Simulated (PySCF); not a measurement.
Si(OSiH3)2(H)(F) (FH7O2Si3), SMILES F[SiH](O[SiH3])O[SiH3]. Atoms are numbered in the order given.

```xyz
13

Si     0.2568     1.1774    -0.0338
F      0.0560     1.5327     1.5297
O      1.4915     0.1150    -0.1580
Si     1.9361    -1.4876    -0.0959
O     -1.1365     0.5245    -0.5834
Si    -2.3386    -0.5938    -0.3077
H      0.5704     2.4104    -0.7693
H      0.8500    -2.3335    -0.6771
H      2.1731    -1.8955     1.3183
H      3.1841    -1.6564    -0.8891
H     -3.5673     0.1040     0.1647
H     -1.8944    -1.5779     0.7245
H     -2.6208    -1.3051    -1.5854
```

Geometry: PBE0-D3(BJ)/def2-SVP. The values are those of a single conformer.

Level of theory: KT2/pcSseg-1 run with PySCF.

GIAO shieldings, no solvent; atoms listed in one row are averaged. δ = σ(ref) − σ: ²⁹Si against TMS (σ = 361.9 ppm); ¹⁹F against CFCl3 (σ = 127.1 ppm); ¹⁷O against H2O (σ = 330.4 ppm); ¹H against TMS (σ = 31.47 ppm), references at their B3LYP-D3(BJ)/def2-TZVP geometries, non-relativistic.

Computed chemical shifts:
| nucleus | atoms | count | δ (ppm) |
|---|---|---|---|
| ²⁹Si | Si6 | 1 | -34.5 |
| ²⁹Si | Si4 | 1 | -36.0 |
| ²⁹Si | Si1 | 1 | -65.8 |
| ¹⁹F | F2 | 1 | -164.4 |
| ¹⁷O | O3 | 1 | 56.6 |
| ¹⁷O | O5 | 1 | 52.3 |
| ¹H | H8, H9, H10, H11, H12, H13 | 6 | 5.56 |
| ¹H | H7 | 1 | 4.77 |
